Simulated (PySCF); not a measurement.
**Radial density of Sc (scandium, neutral)**

revPBE, [Ar] 3d2 4s1, high-spin 4F determinant (an excited configuration). Computed with PySCF 2.14 in aug-cc-pwCVTZ-DK, with scalar relativity by spin-free X2C-1e.

| r (bohr) | 4πr²ρ (e/bohr) | 4πr²(ρα − ρβ) |
| --- | --- | --- |
| 0.00131 | 0.1677 | 0.0001 |
| 0.00220 | 0.4303 | 0.0001 |
| 0.00370 | 1.081 | 0.0003 |
| 0.00622 | 2.617 | 0.0008 |
| 0.0105 | 5.949 | 0.0018 |
| 0.0176 | 12.09 | 0.0035 |
| 0.0296 | 20.28 | 0.0051 |
| 0.0498 | 24.86 | 0.0035 |
| 0.0838 | 20.56 | -0.0034 |
| 0.141 | 19.38 | -0.0006 |
| 0.237 | 26.31 | 0.0412 |
| 0.399 | 14.90 | 0.1820 |
| 0.671 | 7.235 | 0.5713 |
| 1.13 | 8.210 | 0.8115 |
| 1.90 | 2.283 | 0.7248 |
| 3.19 | 0.6452 | 0.5999 |
| 5.37 | 0.1905 | 0.1904 |
| 9.03 | 0.01043 | 0.0104 |
| 15.2 | 5.561e-05 | 0.0001 |

Densities and radii are taken from the X2C orbitals without a picture-change correction, which distorts them close to the nucleus.

Where is the radial spin density 4πr²(ρα − ρβ) most negative, and why is it negative at all?

Around r = 0.0838 bohr, down to -0.0034 e/bohr: exchange with the open shell polarises the paired shells in an unrestricted calculation.
